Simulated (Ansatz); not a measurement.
System: H5Si2O, charge 0, doublet. H5Si2O (SMILES O[SiH2][SiH2], doublet).
B3LYP-D3(BJ)/def2-TZVP minimum from Ansatz (a first-principles code):
```
Si
O 1 1.6568
H 2 0.9601 1 118.40
H 1 1.4780 2 105.92 3 178.35
H 1 1.4894 4 108.72 2 118.94
Si 1 2.3436 4 109.57 5 120.67
H 6 1.4872 1 113.85 4 -58.73
H 6 1.4886 7 108.96 1 128.19
```
Charge 0, spin multiplicity 2.

Quantity: atomisation energy (electronic, to ground-state atoms), in kJ/mol. Open shells are spin-unrestricted; no spin-orbit coupling. CBS(X,Y): correlation extrapolated as X^-3, Hartree-Fock from the larger set. A bracket is a step between two methods taken in the basis named. The functionals are non-relativistic, so their misses hold any scalar relativity. Double hybrids freeze cores in their MP2 part. 'core' is core correlation in cc-pwCVTZ (1s frozen past Ne), 'X2C' scalar relativity in cc-pVTZ-DK, both at CCSD(T). For partners of very few electrons the exact lower level stands in for a higher one.

CCSD(T)/CBS(cc-pV(T+d)Z,cc-pV(Q+d)Z) + [CCSDT(Q) - CCSD(T)]/cc-pV(D+d)Z + core + X2C (Ansatz) gives 2423.9 kJ/mol.

Problem. How far off this value is PBE/def2-TZVPD (Ansatz), in which direction, and which of these levels come nearer: B3LYP/def2-TZVPD, PBE0/def2-TZVPD, B2PLYP/def2-TZVPD, CCSD(T)/CBS(cc-pV(T+d)Z,cc-pV(Q+d)Z) + core + X2C?

Solution. PBE gives 2392.5 kJ/mol, 31.4 kJ/mol below it. Differences of the others: B3LYP/def2-TZVPD (Ansatz) -37.0; PBE0/def2-TZVPD (Ansatz) -53.4; B2PLYP/def2-TZVPD (Ansatz) -54.0; CCSD(T)/CBS(cc-pV(T+d)Z,cc-pV(Q+d)Z) + core + X2C (Ansatz) -2.5 kJ/mol. Nearer than PBE: CCSD(T)/CBS(cc-pV(T+d)Z,cc-pV(Q+d)Z) + core + X2C.
